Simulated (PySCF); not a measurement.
## Electronic structure of Cl(3+) (chlorine, charge +3) at the UHF level

Configuration: [Ne] 3s2 3p2, high-spin 3P determinant. Calculation: PySCF 2.14, in dyall-acv3z (19s12p6d4f, 113 functions); no relativity, point nucleus.

```
Total energy                                                  : -456.794993 hartree
One-electron energy                                           : -608.9354 hartree
Hartree (Coulomb) energy                                      : 178.5943 hartree
Exchange energy                                               : -26.4538 hartree
Kinetic energy                                                : 456.79517 hartree
⟨S²⟩                                                          : 2.0104
⟨L²⟩                                                          : 2.030
Sum of ⟨r⟩                                                    : 9.359 bohr
Sum of ⟨r²⟩                                                   : 11.60 bohr²
Traceless quadrupole moment −½Σ⟨3z² − r²⟩ along its main axis : 1.07 e·bohr²
Density at the nucleus (Gaussians lack the cusp)              : 3210 bohr⁻³
Spin density at the nucleus                                   : 0.0963 bohr⁻³
Langevin diamagnetic susceptibility                           : -9.18 ×10⁻⁶ cm³/mol
```

```
shell  electrons  mean orbital energy (hartree)  spread (hartree)  rms radius, mean of both spins (bohr)
 1s α          1                     -106.60000                 0                                  0.106
 1s β          1                     -106.56700                 0                                  0.106
 2s α          1                      -12.26762                 0                                  0.479
 2s β          1                      -12.23737                 0                                  0.479
 2p α          3                       -9.74043           0.02910                                  0.451
 2p β          3                       -9.68370           0.03359                                  0.451
 3s α          1                       -2.54696                 0                                   1.51
 3s β          1                       -2.26620                 0                                   1.51
 3p α          2                       -1.94853                 0                                   1.63
```

Spin-orbit constants ζ (cm⁻¹) from the X2C one-electron operator on these orbitals (non-relativistic here): bare nucleus, nucleus screened by l(l+1)(2l+1)/3 electrons, and screened by the Breit-Pauli mean field of the electrons.

```
shell   bare  screened nucleus  mean field
   2p   9947              8777        8247
   3p  977.2             862.2       801.8
```

To first order the Landé constant is A = 400.9 cm⁻¹, so the lowest level has J = 0 and lies 0.0994 eV below the centre of the term. This holds in LS coupling only.
